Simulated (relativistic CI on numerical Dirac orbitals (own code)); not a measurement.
**One change at a time: Os LXXIII**

Base calculation: Dirac-Coulomb-Breit CI, separate exchange-only KLI orbitals for each configuration, a model potential for QED, unscaled Slater integrals.

CI space (outside the closed core 1s2): 2s2, 2s 2p, 2p2, 2p 3s, 2p 3p, 2s 3s, 2s 3p, 2s 3d, 2s 4s, 2s 4p, 2s 4d, 2s 4f, 2s 5s, 3s2, 2s 5p, 2s 5d, 2s 5f, 2s 5g, 3s 3p, 3p2. Levels of other configurations are missing.

Variants: (1) valence Slater integrals scaled by 0.9; (2) Breit term removed. Shifts of the energy above 2s2 1S_0, in eV, for the lowest level and the first level of each name with at least 55 % of one term (blank where a level changes its place among those of its configuration and J or its character, or is not in the variant):

| Level | Base | Δ(1) | Δ(2) |
| --- | --- | --- | --- |
| 2s2 1S_0 | 0.0 | 0.0 | 0.0 |
| 2s 2p 3P°_0 | 181.3 | +1.2 | -19.8 |
| 2s 2p 3P°_1 | 216.3 | -2.7 | -14.3 |
| 2p2 3P_0 | 509.2 | -4.6 | -41.0 |
| 2s 2p 3P°_2 | 1853.8 | +1.4 | +6.8 |
| 2s 2p 1P°_1 | 1948.2 | -7.9 | +3.3 |
| 2p2 3P_1 | 2136.1 | +0.1 | -17.8 |
| 2p2 1D_2 | 2154.2 | -2.5 | -8.6 |
| 2p2 3P_2 | 3821.9 | -1.2 | +8.3 |
| 2p2 1S_0 | 3893.2 | -7.5 | -2.4 |
| 2s 3s 3S_1 | 11687.7 | -0.8 | +16.2 |
| 2s 3s 1S_0 | 11723.7 | -4.0 | +14.3 |
| 2s 3p 3P°_0 | 11772.5 | -1.6 | +8.4 |
| 2s 3p 3P°_1 | 11772.5 | -1.8 | +11.3 |

At this charge energies of transitions that change n are usually good to better than 1 %, and those within a shell (Δn = 0) to a few per cent.

Ionisation energy from the two ground configurations alone: base 20568.6 eV; Breit term removed 20589.7 eV. The NIST ASD value (theoretical) is 20570 eV.

LS names give the leading component of a level, which can be under half, so a name can repeat, a term be missing and a line seem to break the LS rules.
